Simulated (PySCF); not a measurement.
Species: C4H2FNOS.
Bonds: O1–C2 (double), C2–C3, C3–S4 (aromatic), S4–N5 (aromatic), N5–C6 (aromatic), C6–C7 (aromatic), C7–F8, C3–C7 (aromatic). Hydrogens: H9 on C2; H10 on C6.

The same species was optimised twice, with GFN2-xTB and with PBE0-D3(BJ)/def2-SVP (PySCF), and the same property calculations (PySCF, gas phase) were run on both structures.

```
     coordinate  GFN2-xTB  PBE0-D3(BJ)/def2-SVP  change
      S4–N5 (Å)     1.616                 1.651  +0.035
      C6–C7 (Å)     1.402                 1.418  +0.016
      C7–F8 (Å)     1.332                 1.318  -0.014
      C2–C3 (Å)     1.451                 1.464  +0.013
      C3–S4 (Å)     1.728                 1.720  -0.008
      C3–C7 (Å)     1.386                 1.380  -0.006
      O1=C2 (Å)     1.203                 1.206  +0.003
      N5–C6 (Å)     1.311                 1.313  +0.002
   S4–N5–C6 (°)     112.7                 111.0    -1.7
   O1–C2–C3 (°)     125.0                 123.6    -1.4
   C6–C7–F8 (°)     124.4                 123.7    -0.7
   C2–C3–S4 (°)     124.3                 123.7    -0.6
   C3–S4–N5 (°)      94.2                  94.8    +0.6
   C3–C7–F8 (°)     123.9                 124.5    +0.6
   N5–C6–C7 (°)     114.2                 114.7    +0.5
   S4–C3–C7 (°)     107.3                 107.6    +0.3
O1–C2–C3–S4 (°)         0                    -1      -1
```

Rotational constants: A = 2451, B = 1852, C = 1055 MHz (GFN2-xTB) against A = 2469, B = 1836, C = 1053 MHz (PBE0-D3(BJ)/def2-SVP). Point groups within 0.08 Å: Cs and Cs.

On the GFN2-xTB structure: lowest singlet, TDDFT (eV) 3.74 [CAM-B3LYP/def2-SVPD]; isotropic polarisability (au) 73.0 [CAM-B3LYP/def2-SVPD]; HOMO (eV) -9.49 [CAM-B3LYP/def2-SVPD]; LUMO (eV) -1.78 [CAM-B3LYP/def2-SVPD]; dipole (D) 2.36 [CAM-B3LYP/def2-SVPD].

**Question.** What do these properties become on the PBE0-D3(BJ)/def2-SVP structure?

**Answer.** 
```tsv
property	level	on GFN2-xTB	on PBE0-D3(BJ)/def2-SVP	change
lowest singlet, TDDFT (eV)	CAM-B3LYP/def2-SVPD	3.74	3.77	+0.03
isotropic polarisability (au)	CAM-B3LYP/def2-SVPD	73.0	73.4	+0.4
HOMO (eV)	CAM-B3LYP/def2-SVPD	-9.49	-9.35	+0.14
LUMO (eV)	CAM-B3LYP/def2-SVPD	-1.78	-1.77	+0.01
dipole (D)	CAM-B3LYP/def2-SVPD	2.36	2.43	+0.07
energy, GFN2-xTB geometry as zero (kcal/mol)	CAM-B3LYP/def2-SVPD	0.0	-0.9	-0.9
```

The heavy atoms differ by 0.017 Å rms after alignment. Among bonds between heavy atoms S4–N5 changes most (+0.035 Å). Changes are differences of the printed values. Neither structure is proved a minimum here.

Shape of the structure used: `[O:1]=[CH:2][c:3]1[s:4][n:5][cH:6][c:7]1[F:8]`: O1–C2–C3–S4 -1°.
